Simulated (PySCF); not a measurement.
YCl₃, SMILES [Cl][Y]([Cl])[Cl].

The structure is a stationary point at r2SCAN-D4/def2-SVP. The isomer is the one that the SMILES or the coordinates give; other isomers of the formula were not compared. The def2 effective core potentials stand for the cores of Y; spin–orbit coupling is left out.

All values below come from TDA-CAM-B3LYP/def2-SVPD (PySCF 2.14.0).

Vertical excitations; the highest root listed may be one member of a degenerate set. The molecule is in vacuum. State labels are in the subgroup C2v.

Computed lowest excited states:
```json
[
 {"state": "S1", "symmetry": "B1", "energy (eV)": "5.13", "λ (nm)": "242", "f": "0.000", "main pairs": "HOMO→LUMO 99 %"},
 {"state": "S2", "symmetry": "B1", "energy (eV)": "5.38", "λ (nm)": "231", "f": "0.005", "main pairs": "HOMO−1→LUMO (degenerate set)"},
 {"state": "S3", "symmetry": "A1", "energy (eV)": "5.38", "λ (nm)": "231", "f": "0.005", "main pairs": "HOMO−2→LUMO (degenerate set)"},
 {"state": "S4", "symmetry": "B2", "energy (eV)": "5.45", "λ (nm)": "227", "f": "0.072", "main pairs": "HOMO−3→LUMO 98 %"},
 {"state": "S5", "symmetry": "A2", "energy (eV)": "5.53", "λ (nm)": "224", "f": "0.000", "main pairs": "HOMO−5→LUMO (degenerate set)"},
 {"state": "S6", "symmetry": "B2", "energy (eV)": "5.53", "λ (nm)": "224", "f": "0.000", "main pairs": "HOMO−4→LUMO (degenerate set)"},
 {"state": "S7", "symmetry": "B1", "energy (eV)": "5.96", "λ (nm)": "208", "f": "0.005", "main pairs": "HOMO−6→LUMO (degenerate set)"},
 {"state": "S8", "symmetry": "A1", "energy (eV)": "5.96", "λ (nm)": "208", "f": "0.005", "main pairs": "HOMO−7→LUMO (degenerate set)"},
 {"state": "S9", "symmetry": "A2", "energy (eV)": "6.23", "λ (nm)": "199", "f": "0.000", "main pairs": "HOMO→LUMO+1 (degenerate set)"},
 {"state": "S10", "symmetry": "B2", "energy (eV)": "6.23", "λ (nm)": "199", "f": "0.000", "main pairs": "HOMO→LUMO+2 (degenerate set)"},
 {"state": "T1", "symmetry": "B1", "energy (eV)": "5.11", "λ (nm)": "242", "f": "0", "main pairs": "HOMO→LUMO 98 %"},
 {"state": "T2", "symmetry": "B1", "energy (eV)": "5.33", "λ (nm)": "233", "f": "0", "main pairs": "HOMO−1→LUMO (degenerate set)"},
 {"state": "T3", "symmetry": "A1", "energy (eV)": "5.33", "λ (nm)": "233", "f": "0", "main pairs": "HOMO−2→LUMO (degenerate set)"},
 {"state": "T4", "symmetry": "B2", "energy (eV)": "5.33", "λ (nm)": "233", "f": "0", "main pairs": "HOMO−3→LUMO (degenerate set)"}
]
```
Triplets are in the Tamm–Dancoff approximation.
